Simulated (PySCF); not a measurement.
C₅H₁₂N₂.
Structure used (GFN2-xTB), in Å, numbered top down from 1:
```
atom  x, y, z in Å
C1    -2.5821    0.4046   -0.3005
N2    -1.6975   -0.3835   -1.1035
C3    -0.4951   -0.5996   -0.8219
C4     0.3364   -0.1474    0.3577
C5     0.1689   -1.1640    1.4892
N6     1.7293   -0.1021   -0.0610
C7     2.0204    1.0113   -0.9397
H8    -2.1072    0.9924    0.4923
H9    -3.3093   -0.2715    0.1530
H10   -3.1266    1.0703   -0.9717
H11    0.0486   -1.2338   -1.5153
H12   -0.0100    0.8446    0.7092
H13   -0.8793   -1.2590    1.7620
H14    0.7314   -0.8514    2.3675
H15    0.5385   -2.1331    1.1638
H16    2.3292   -0.0543    0.7579
H17    1.4185    0.9149   -1.8434
H18    3.0729    0.9781   -1.2150
H19    1.8031    1.9929   -0.4881
```

PySCF, density fitting, gas phase, GFN2-xTB geometry. The standard run uses grid level 2 after a coarse-grid start, the def2-universal JK fitting basis (with tight functions added where the orbital basis needs them), an energy threshold of 1e-9 Eh and DIIS. The changed runs have no coarse-grid stage.

Standard PBE0/pcSseg-1: E = -306.813302 Eh, HOMO -6.414 eV, LUMO 0.202 eV, dipole 2.727 D, 14 cycles (coarse-grid cycles included). What changes at PBE0/pcSseg-1 with: grid level 3, damping 0.1 at the start, DIIS from the seventh cycle?

E = -306.813299 Eh (+0.003 mEh), HOMO -6.414 eV (0.000), LUMO 0.202 eV (0.000), dipole 2.727 D (0.000), 17 SCF cycles. The result matches the standard run within 0.02 mEh and 0.003 eV.

The cycles:
```
cycle   1  E = -306.7670329898  dE =  6.955e-01  |g| = 4.217e-01  |ddm| = 3.689e+00
cycle   2  E = -306.7708646347  dE = -3.832e-03  |g| = 4.326e-01  |ddm| = 8.781e-01
cycle   3  E = -306.7440369628  dE =  2.683e-02  |g| = 5.715e-01  |ddm| = 8.308e-01
cycle   4  E = -306.6587073449  dE =  8.533e-02  |g| = 8.353e-01  |ddm| = 1.173e+00
cycle   5  E = -306.4711816380  dE =  1.875e-01  |g| = 1.274e+00  |ddm| = 1.597e+00
cycle   6  E = -305.5597813053  dE =  9.114e-01  |g| = 2.281e+00  |ddm| = 4.758e+00
cycle   7  E = -301.5162368919  dE =  4.044e+00  |g| = 4.681e+00  |ddm| = 7.252e+00
cycle   8  E = -306.7002664368  dE = -5.184e+00  |g| = 7.289e-01  |ddm| = 5.105e+00
cycle   9  E = -306.7804556856  dE = -8.019e-02  |g| = 3.694e-01  |ddm| = 7.089e-01
cycle  10  E = -306.8126696104  dE = -3.221e-02  |g| = 5.295e-02  |ddm| = 3.322e-01
cycle  11  E = -306.8130883056  dE = -4.187e-04  |g| = 3.144e-02  |ddm| = 5.901e-02
cycle  12  E = -306.8132910245  dE = -2.027e-04  |g| = 6.065e-03  |ddm| = 2.922e-02
cycle  13  E = -306.8132976528  dE = -6.628e-06  |g| = 2.117e-03  |ddm| = 7.055e-03
cycle  14  E = -306.8132986081  dE = -9.553e-07  |g| = 7.401e-04  |ddm| = 2.121e-03
cycle  15  E = -306.8132987247  dE = -1.165e-07  |g| = 7.095e-05  |ddm| = 9.835e-04
cycle  16  E = -306.8132987259  dE = -1.179e-09  |g| = 2.652e-05  |ddm| = 1.097e-04
cycle  17  E = -306.8132987260  dE = -1.626e-10  |g| = 7.901e-06  |ddm| = 3.013e-05
```
